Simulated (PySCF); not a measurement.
BI3, SMILES IB(I)I. The structure is a stationary point at PBE-D3(BJ)/def2-SVP. The isomer is the one that the SMILES or the coordinates give; other isomers of the formula were not compared. The def2 effective core potentials stand for the cores of I; spin–orbit coupling is left out.

Level of theory: PBE-D3(BJ)/def2-SVP (PySCF 2.14.0).

Harmonic wavenumbers (cm⁻¹): 102, 102, 191, 311, 704, 704. Rotational constants (GHz): 0.5833, 0.5833, 0.2917; symmetry number 6.

Work out the zero-point energy and the ideal-gas rigid-rotor harmonic-oscillator thermochemistry at 298.15 K and 1 atm.

ZPE = ½ Σ hcν = ½ × 2113 cm⁻¹ = 3.02 kcal/mol. H − E(el) = 7.06 kcal/mol. Entropy in cal/(mol K): translation 43.79, rotation 28.89, vibration 11.02, total 83.70. G − E(el) = -17.89 kcal/mol. Cp = 16.99 cal/(mol K). Modes under 150 cm⁻¹ make the vibrational entropy uncertain.
